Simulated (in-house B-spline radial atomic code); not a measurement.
# Ionising Fe IX (Fe8+) with different functionals

Computed with an all-electron radial atomic-structure program (B-spline basis): non-relativistic Hamiltonian, point nucleus, spin-polarised at highest spin, spherical fractional occupations for the functionals, and exact exchange of hybrids averaged over the configuration. The ionisation energy is the difference of two self-consistent energies, [Ne] 3s2 3p6 → [Ne] 3s2 3p5, without Breit or QED terms; ε is the level of the shell that loses the electron (its least bound occupied spin orbital).

```csv
method,rung,ΔSCF (eV),-ε(3p) (eV)
PBE0,global hybrid,233.92,223.82
B3LYP,global hybrid,233.91,223.07
TPSSh,global hybrid,234.12,221.86
M06-2X,global hybrid,?,?
BHandHLYP,global hybrid,233.81,227.44
r2SCAN0,global hybrid,?,?
B97-1,global hybrid,233.88,223.13
HSE06,range-separated hybrid,233.88,223.37
wB97X,range-separated hybrid,233.81,226.02
CAM-B3LYP,range-separated hybrid,233.83,225.06
LC-wPBE,range-separated hybrid,233.89,225.81
```

What does M06-2X give?

ΔSCF 233.48 eV, and -ε(3p) = 227.45 eV.

What does r2SCAN0 give?

ΔSCF 234.56 eV, and -ε(3p) = 224.69 eV.

Among the functionals, which spreads more, the ΔSCF values or the orbital energies?

The orbital energies: ΔSCF values span about 1.08 eV and the orbital energies 5.58 eV; here energy differences depend much less on the functional than eigenvalues do.

How do they compare with the NIST value?

NIST lists 233.6 eV ± 0.4 (semi-empirical, ground level to ground level). Errors run from -0.12 to +0.96 eV; M06-2X is closest (-0.12 eV), though others lie within the uncertainty of it, and part of that can be cancellation, since the calculations leave out relativity, Breit-QED terms, multiplet and fine-structure energies.
